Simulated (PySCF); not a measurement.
B(GeH3)2(H) (BGe2H7), SMILES [GeH3][BH][GeH3]. Atoms are numbered in the order given.

```xyz
10

B      0.0000     0.0000     0.9233
Ge     1.8096    -0.0026    -0.0731
H      2.9376    -0.7481     0.6743
H      2.2451     1.4806    -0.2012
H      1.7147    -0.5692    -1.5068
Ge    -1.8096     0.0026    -0.0731
H     -2.2451    -1.4806    -0.2012
H     -1.7147     0.5692    -1.5068
H     -2.9376     0.7481     0.6743
H      0.0000     0.0000     2.1293
```
Charge 0, spin multiplicity 1.

Coordinates come from a B3LYP-D3(BJ)/def2-SVP optimisation. This is a generated structure with no PubChem entry under its InChIKey; it may be hypothetical.

Two levels are set side by side: PBE/pcSseg-1 (PySCF) and HF/pcSseg-1 (PySCF). GIAO shifts against BF3 (¹¹B), GeH4 (⁷³Ge), TMS (¹H) at the same level; non-relativistic, no solvent, atoms listed together averaged. Differences are taken from unrounded values.

```json
[
 {"quantity": "δ(¹¹B) of B1 (ppm)", "PBE": "146.8"},
 {"quantity": "δ(⁷³Ge) of Ge2, Ge6 (ppm)", "PBE": "31.6"},
 {"quantity": "δ(¹H) of H10 (ppm)", "PBE": "14.37"}
]
```

Question: These are the PBE values. What does HF give? (The exact figures need the calculation; the answer reports its results.)

Answer: 
```json
[
 {"quantity": "δ(¹¹B) of B1 (ppm)", "HF": "131.6", "PBE minus HF": "15.2"},
 {"quantity": "δ(⁷³Ge) of Ge2, Ge6 (ppm)", "HF": "1.4", "PBE minus HF": "30.3"},
 {"quantity": "δ(¹H) of H10 (ppm)", "HF": "13.67", "PBE minus HF": "0.71"}
]
```

Rough cost on one machine, each run with all the roots and properties that it gave: HF against PBE within a factor of 2.
